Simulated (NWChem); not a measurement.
A series in which one site is exchanged, each optimised at PBE0/def2-SVP with NWChem, gas phase unless a solvent is named. This build's default masses of Se (78.918 u) and Br (79.917 u) are each other's, which moves their modes by up to 0.6 %. For some, no frequency run checked for a minimum. def2 effective core potentials on Cd; no spin-orbit coupling.

A: [SiH3][Mg][Cl] (MgSiH$_{3}$Cl; site = Mg)
B: [SiH3][Se]Cl (SiH3SeCl; site = Se)
C: [SiH3][Cd][Cl] (CdSiH$_{3}$Cl; site = Cd)
D: [SiH3][Zn][Cl] (ZnSiH3Cl; site = Zn)

Values for A:

| Quantity | Value |
|---|---|
| dipole (D), PBE0/def2-SVP | 1.38 |
| orbital gap (eV), PBE0/def2-SVP | 6.37 |
| vertical ionisation energy, ΔSCF, PBE/def2-SVP (eV) | 9.44 |

**Question.** How do these values change for the other members?

**Answer.** 
```json
[
 {"change from A": "dipole (D), PBE0/def2-SVP", "B": "+0.42", "C": "+1.12", "D": "+0.61"},
 {"change from A": "orbital gap (eV), PBE0/def2-SVP", "B": "-1.82", "C": "+0.69", "D": "+1.30"},
 {"change from A": "vertical ionisation energy, ΔSCF, PBE/def2-SVP (eV)", "B": "-0.52", "C": "+0.41", "D": "+0.57"}
]
```
